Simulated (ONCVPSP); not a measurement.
**Logarithmic derivatives: phosphorus (P), ONCV**

```
Element                 : P (Z = 15)
Generator               : ONCVPSP 4.0.1
Type                    : optimised norm-conserving Vanderbilt (ONCV)
Functional              : Wu-Cohen
Relativity              : fully relativistic
Frozen core             : [He]
Valence charge          : 13
Reference configuration : 2s2 2p6 3s2 3p3
Partial waves           : 2s+3s: rc 0.95 bohr, ncon 4, nbas 8, qcut 14 1/bohr, 3 projectors, debl 0.7 Ha; 2p+3p: rc 0.80 bohr, ncon 5, nbas 9, qcut 16.7 1/bohr, 2 projectors; d scattering state at 0.14 Ha: rc 0.70 bohr, ncon 5, nbas 9, qcut 14.9 1/bohr, 1 projector
Local potential         : polynomial inside 0.60 bohr (lpopt 4, dvloc0 1 Ha)
Core correction         : polynomial model core, fcfact 0.5
```

Open shells are filled in proportion to 2j + 1.

The phase is arctan(r·R′/R) of the radial function R(r), unwrapped; energies in Ha, scanned from -8 to 5 Ha. A pole is an energy at which the radial function vanishes at the test radius. The pseudo phase is shifted by a multiple of π to meet the all-electron one at the reference energy, and phase errors are pseudo minus all-electron; the curves can meet again beyond the range given. Levels narrower than the energy grid can be missing from the lists of poles.

```csv
channel,radius (bohr),reference energy (Ha),"poles, all-electron","poles, pseudo",unbroken range about the reference energy with phases within 0.05 rad,phase error 1 Ha above the reference energy (rad)
s,0.96,-0.51,-5.53,-5.53,the whole range,+0.000
p3/2,0.81,-0.20,-2.95,-2.95,the whole range,+0.000
p1/2,0.81,-0.20,-3.00,-3.00,the whole range,+0.000
d5/2,0.71,0.14,none,none,the whole range,+0.000
d3/2,0.71,0.14,none,none,the whole range,+0.000
```

Phases in the d3/2 channel:

```csv
E (Ha),all-electron,pseudo
-7.96,1.112,1.112
-7.24,1.089,1.089
-6.52,1.062,1.063
-5.80,1.033,1.033
-5.08,0.998,0.999
-4.36,0.959,0.959
-3.64,0.912,0.912
-2.92,0.857,0.857
-2.20,0.791,0.791
-1.48,0.712,0.712
-0.76,0.615,0.615
-0.04,0.498,0.498
0.68,0.356,0.356
1.40,0.189,0.189
2.12,-0.001,0.000
2.84,-0.201,-0.200
3.56,-0.398,-0.397
4.28,-0.578,-0.577
5.00,-0.735,-0.733
```
